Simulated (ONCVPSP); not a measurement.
platinum (Pt): one change to an ONCV potential, before and after

* Element: platinum (Pt)
* Generator: ONCVPSP 4.0.1
* Type: optimised norm-conserving Vanderbilt (ONCV)
* Functional: BLYP
* Relativity: non-relativistic
* Frozen core: [Kr] 4d10 4f14
* Valence charge: 18
* Reference configuration: 5s2 5p6 5d9 6p1
* Partial waves: 5s: rc 1.65 bohr, ncon 4, nbas 9, qcut 8.1 1/bohr, 3 projectors, debl 1.3 Ha; 5p+6p: rc 2.10 bohr, ncon 4, nbas 8, qcut 6.8 1/bohr, 3 projectors, debl 1.5 Ha; 5d: rc 1.40 bohr, ncon 4, nbas 8, qcut 5.7 1/bohr, 2 projectors, debl 0.5 Ha
* Local potential: polynomial inside 1.05 bohr (lpopt 5, dvloc0 0 Ha)
* Core correction: Teter function fitted to the true core (icmod 2), fcfact 0.45

In the s channel the program set the typed energies aside and used -2.999, 0.250, 1.550 Ha.

All-electron outer shells of the reference configuration (BLYP, non-relativistic, ld1.x):

| shell | level (eV) | outermost node (bohr) | outermost maximum (bohr) |
| --- | --- | --- | --- |
| 4f | -83.72 | – | 0.38 |
| 5s | -81.60 | 0.54 | 0.96 |
| 5p | -52.57 | 0.55 | 1.02 |
| 5d | -8.69 | 0.58 | 1.24 |
| 6p | -1.67 | 1.42 | 3.69 |

Change: s: qcut 6.9; p: qcut 5.8; d: qcut 4.8.

Cutoffs: the cutoffs (Ha) at which the residual kinetic energy of the hardest occupied pseudo-wave falls to 1 and 0.1 mHa per electron; they do not see the model core or the augmentation charge, which bear on the density cutoff. Errors are all-electron minus pseudo energies relative to the spin-unpolarised reference configuration.

Question: What does the change do?

Answer: The potential gets harder (23 Ha and 57 Ha → 57 Ha and 111 Ha); a bound ghost appears in d, which as a rule spoils a file; of the 4 tests that both files solve, the error grows in 1 and shrinks in 1 by more than 15 % and 0.3 meV (median size 0.4 → 0.4 meV).

```csv
quantity,base,changed
"cutoff, loose",23 Ha,57 Ha
"cutoff, tight",57 Ha,111 Ha
loose cutoff by channel,"s 23 Ha, p 14 Ha, d 20 Ha","s 19 Ha, p 13 Ha, d 57 Ha"
bound ghosts,none,d
GHOST(+) flags under 300 eV,s at 140.8 eV,"s at 170.9 eV, p at 266.5 eV"
"error for 5s2 5p6 5d9 6s1 6p0, meV [ΔE -3.40 eV]",-0.1,-0.3
"error for 5s2 5p6 5d9 6p0, meV [ΔE 3.89 eV]",0.0,0.0
"error for 5s2 5p6 5d8 6p0, meV [ΔE 24.37 eV]",+0.8,+0.5
"error for 5s2 5p6 5d8 6s1 6p0, meV [ΔE 8.82 eV]",-0.7,-1.8
s: phases at 1.67 bohr within 0.05 rad from the reference energy up to (Ha; the scan ends near 5),to the end of the scan,to the end of the scan
p: phases at 2.13 bohr within 0.05 rad from the reference energy up to (Ha; the scan ends near 5),to the end of the scan,to the end of the scan
d: phases at 1.42 bohr within 0.05 rad from the reference energy up to (Ha; the scan ends near 5),to the end of the scan,to the end of the scan
"rms error of d²Exc/dni dnj with the model core, mHa",0.48,0.81
```

 A true bound ghost makes a file unfit for plane-wave use even where its test errors are small: the radial tests pick states by their node count and pass the ghost by.
